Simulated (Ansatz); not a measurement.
Program: Ansatz. Geometries: PBE0-D4/def2-TZVP. ΔE: electronic, gas phase. CBS: MP2 limit from def2 TZ/QZ plus the TZ coupled-cluster correction, frozen cores. This one scheme is used for every species. Functionals use def2-TZVPP. B3LYP here is the variant with VWN-RPA as its local correlation; programs differ in this. Elements past krypton have def2 core potentials. For Te outer-core shells are correlated without core-valence functions, which leaves a few kJ/mol of doubt a bond. Each species was taken in one conformer, which may not be the lowest.

Reaction (cleavage of the Si–Al bond): `[AlH2][SiH2]C[SiH3]` + H₂Te → `[SiH3]C[SiH2][TeH]` + `[AlH3]`

| level | ΔE (kJ/mol) |
| --- | --- |
| PBE0-D4 | -40.2 |
| ωB97M-V | -51.9 |
| B2PLYP | -54.9 |
| B3LYP | -50.1 |

**Question.** What does CCSD(T)/CBS give? (An estimate is asked.)

**Answer.** Ansatz gave: -55.4 kJ/mol. The listed levels differ from it by 15.2, 3.5, 0.5, 5.3 kJ/mol.

Largest T1 diagnostic among the species: 0.012.

From PBE to PBE0 (25 % exact exchange), in def2-TZVPP and without D4, ΔE moves by −5.8 kJ/mol. In def2-TZVPP, CCSD(T) changes the Hartree–Fock value by +23.6 kJ/mol (the triples alone add +2.3 kJ/mol) and MP2 by +8.1 kJ/mol.
